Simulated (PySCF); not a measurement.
GdF3(H2O) at several levels of theory

Computed with PySCF 2.14.0 (density fitting, no spin-orbit coupling) at the geometry relaxed with PBE0:

```xyz
7
GdF3(H2O) (singlet in the valence; each metal's 4f electrons, 7 of them, lie in its core potential, out of spins and levels)
Gd    0.0842   -0.0892    0.0892
F     1.0904    1.3635    1.1310
F    -1.3122   -1.1477    1.1477
F     1.0904   -1.1310   -1.3635
O    -1.3119    1.3294   -1.3294
H    -1.6444    2.2096   -1.1135
H    -1.6444    1.1135   -2.2096
```

```json
{"level": "PBE0", "basis": "Gd lcecp-1-SVP with ECP53, F def2-SVP, O def2-SVP, H def2-SVP", "state": "singlet", "HOMO (eV)": "-9.39", "gap (eV)": "8.24", "charge on Gd1 (e)": "1.22", "population of f-type functions on Gd1 (polarisation alone where 4f lies in the core)": "0.10", "dipole about the centre of mass (D)": "6.73", "largest force component (eV/Å)": "0.02"}
```

In the lcecp rows the 4f levels are missing from HOMO and gap, and the state counts the valence alone.

Charges are Mulliken's, which hang on the basis. The relaxation used the grid (50, 194), these runs (75, 302) or, all-electron (x2c bases, spin-free X2C Hamiltonian), (99, 590).

(1) A further run in the first row's basis gives HOMO (eV) -7.37, gap (eV) 5.49, charge on Gd1 (e) 1.00, population of f-type functions on Gd1 (polarisation alone where 4f lies in the core) 0.09, dipole about the centre of mass (D) 6.53, largest force component (eV/Å) 0.46. Which level was it?
A. TPSS
B. revPBE

No frequency check is given that shows the relaxed geometry to be a minimum. An lcecp potential fixes the number of 4f electrons, so in runs with it no electron can move into or out of that shell.

Results:

(1) B. The others give HOMO -7.53 eV (TPSS).
